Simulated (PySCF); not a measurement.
PySCF input file for InF2I, SMILES [F][In]([F])[I], C-PCM-B3LYP/def2-SVP. The structure is a stationary point at r2SCAN-D4/def2-SVP. The def2 effective core potentials stand for the cores of I, In; spin–orbit coupling is left out.

```python
import numpy as np
from pyscf import gto, scf, dft
from pyscf.solvent import pcm

mol = gto.M(
    atom='''
    In    0.00000000    0.00000000   -1.00165135
    F     0.00000000    1.63137208   -2.06301827
    F     0.00000000   -1.63137208   -2.06301827
    I     0.00000000    0.00000000    1.62670274
    ''',
    basis='def2-SVP',
    ecp={'I': 'def2-svp', 'In': 'def2-svp'},
    charge=0,
    spin=0,
    max_memory=1600,
    verbose=3,
)
mf = dft.RKS(mol, xc='b3lyp').density_fit(auxbasis='def2-universal-jkfit')
mf.grids.level = 3
mf.conv_tol = 1e-9
mf.max_cycle = 100
mf.kernel()
res = {}
for name, eps in {'water': 78.355, 'methanol': 32.613, 'chloroform': 4.7113}.items():
    s = mf.PCM()
    s.with_solvent.method, s.with_solvent.eps, s.with_solvent.lebedev_order = 'C-PCM', eps, 29
    s.kernel(mf.make_rdm1())
    res[name] = (s.e_tot, eps, s.dip_moment(), s.mo_energy, s.converged)
    print(f'{name}: electrostatic solvation free energy {(s.e_tot - mf.e_tot) * 627.509474:.3f} kcal/mol')
```

Program output:

```
converged SCF energy = -687.612155244308

WARN: PCM is an experimental feature. It is still in testing.
Features and APIs may be changed in the future.

converged SCF energy = -687.628278340846
Dipole moment(X, Y, Z, Debye):  0.00000, -0.00000,  2.54507
water: electrostatic solvation free energy -10.117 kcal/mol

WARN: PCM is an experimental feature. It is still in testing.
Features and APIs may be changed in the future.

converged SCF energy = -687.627956149859
Dipole moment(X, Y, Z, Debye): -0.00000, -0.00000,  2.54118
methanol: electrostatic solvation free energy -9.915 kcal/mol

WARN: PCM is an experimental feature. It is still in testing.
Features and APIs may be changed in the future.

converged SCF energy = -687.624754595938
Dipole moment(X, Y, Z, Debye):  0.00000, -0.00000,  2.50041
chloroform: electrostatic solvation free energy -7.906 kcal/mol
```

The run converged.
